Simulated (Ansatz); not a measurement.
A nudged elastic band was laid between two geometries of AlCl2F + H2 (6 atoms, charge 0, multiplicity 1).

These are results of RKS B3LYP/def2-mTZVP in Ansatz 0.2.0, not measurements.

```
movable images  : 7
climbing image  : yes
spring          : 5.0 eV/Å²
optimiser       : quadratic models (default)
start path      : through a guess of the saddle point
force threshold : 0.05 eV/Å
iteration limit : 60
end points      : relaxed
```

Initial state:

```xyz
6
Properties=species:S:1:pos:R:3
Al 0.002 0.304 0.031
F 0.001 0.761 1.609
Cl 1.818 0.130 -0.973
Cl -1.815 0.059 -0.955
H 0.072 -2.333 0.775
H 0.057 -2.004 1.443
```

Final state:

```xyz
6
Properties=species:S:1:pos:R:3
Al 0.022 -0.613 -0.319
F 0.021 -0.097 1.726
Cl 1.808 0.348 -0.914
Cl -1.809 0.267 -0.898
H 0.058 -2.140 0.046
H 0.036 -0.848 2.291
```

(1) What changes between the two ends?

(2) What energy profile does the band end with?

(3) What is the geometry of the highest image?

(4) What are the harmonic wavenumbers there?

The band took 10 iterations and about 4 core-minutes.

Results:

(1) Bonds broken: H5–H6. Bonds formed: Al1–H5, F2–H6. AlCl2F + H2 becomes AlCl2FH2.

(2) The run converged. The highest image is number 5 of 0 to 8, 146.4 kJ/mol above the first end and 26.6 kJ/mol above the last; the last end lies 119.8 kJ/mol above the first. A vibrational analysis at the climbing image gives one clearly imaginary mode, 861i cm⁻¹: a first-order saddle point. The orbitals stay closed-shell, which can raise the energy where a bond breaks towards radicals; this wasn't checked here.

| image | path coordinate (Å) | energy (kJ/mol) | H5–H6 (Å) | Al1–H5 (Å) | F2–H6 (Å) |
| --- | --- | --- | --- | --- | --- |
| 0 | 0.00 | 0.0 | 0.75 | 2.74 | 2.77 |
| 1 | 0.33 | 0.4 | 0.75 | 2.43 | 2.51 |
| 2 | 0.65 | 6.4 | 0.75 | 2.21 | 2.13 |
| 3 | 0.98 | 32.9 | 0.77 | 2.00 | 1.77 |
| 4 | 1.31 | 99.8 | 0.89 | 1.80 | 1.41 |
| 5 | 1.63 | 146.4 | 1.20 | 1.69 | 1.09 |
| 6 | 2.00 | 133.8 | 1.63 | 1.61 | 0.97 |
| 7 | 2.36 | 123.4 | 2.10 | 1.58 | 0.94 |
| 8 | 2.72 | 119.8 | 2.59 | 1.57 | 0.94 |

(3) 
```xyz
6
Properties=species:S:1:pos:R:3:forces:R:3
Al 0.018 -0.383 -0.115 0.00 0.01 0.04
F 0.022 -0.040 1.749 0.00 -0.01 -0.03
Cl 1.830 0.199 -0.985 0.00 0.00 0.00
Cl -1.822 0.135 -0.964 0.00 0.00 0.00
H 0.049 -1.878 0.661 0.00 0.00 -0.01
H 0.039 -1.117 1.585 0.00 0.00 0.01
```

(4) 861i, 143, 145, 228, 454, 458, 603, 603, 1147, 1169, 1684, 2078 cm⁻¹.

Run time: 2.3 min on 2 threads of Arm Neoverse V1, with other jobs on the host, peak memory 0.18 GiB.
